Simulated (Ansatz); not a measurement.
Geometry optimisation, Ansatz 0.2.0, RKS PBE0/6-31G*.

input.yaml

```yaml
crystal:
  periodic: [false, false, false]
  atoms:
    - { symbol: B, position_ang: [1.21989, 2.59598, -0.68876] }
    - { symbol: C, position_ang: [0.40626, 1.39694, -0.39611] }
    - { symbol: Si, position_ang: [-0.01158, -0.18272, 0.09479] }
    - { symbol: Si, position_ang: [-1.01643, -2.16023, 0.56578] }
    - { symbol: H, position_ang: [0.71315, 3.51297, -1.2227] }
    - { symbol: H, position_ang: [2.36138, 2.6574, -0.41111] }
    - { symbol: H, position_ang: [-2.03098, -2.53891, -0.43327] }
    - { symbol: H, position_ang: [0.01742, -3.21491, 0.60259] }
    - { symbol: H, position_ang: [-1.6591, -2.0665, 1.88879] }
basis:
  gaussian: { orbitals: "6-31G*" }
hamiltonian:
  xc: pbe0
relax:
  f_tol: 0.02
  max_steps: 40
output:
  orbitals: {}
```

Run as:

```bash
$ ansatz run input.yaml --threads 1 --pin off --max-ram 2048MiB --backend cpu --events-out ev --progress --plain --runs-dir out
```

Task: Where does it end, and by what steps?

Result: The run converged. After 30 steps the energy has fallen by 2.480 eV; Si3 moved furthest, 2.26 Å. Parted: Si3–Si4. Joined: B1–Si3, C2–Si4, Si3–H6.

```
step  energy less start (eV)  largest force component (eV/Å)  accepted
   0                  0.0000                           2.847       yes
   2                 -0.2948                           0.529       yes
   4                 -0.4416                           0.355       yes
   6                 -0.5332                           0.425       yes
   8                 -0.6437                           0.409       yes
  10                 -0.7437                           0.262       yes
  12                 -0.9210                           0.732       yes
  14                 -1.2655                           1.406       yes
  16                 -1.5025                           0.310       yes
  18                 -1.6234                           0.602       yes
  20                 -1.7876                           0.636       yes
  22                 -2.1653                           1.023       yes
  24                 -2.4341                           0.863       yes
  26                 -2.4749                           0.059       yes
  28                 -2.4791                           0.089       yes
  30                 -2.4795                           0.008       yes
```

```xyz
9
Properties=species:S:1:pos:R:3
B 0.536 1.432 -0.309
C 0.454 0.030 0.102
Si 2.165 0.321 0.438
Si -0.886 -1.230 0.157
H -0.161 2.292 -0.752
H 1.725 1.918 -0.158
H -1.550 -1.349 -1.172
H -0.366 -2.575 0.535
H -1.918 -0.838 1.159
```

Whether the end is a true minimum wasn't checked by a vibrational analysis.

Time of the run: 110 s on 1 CPU thread of a shared host.
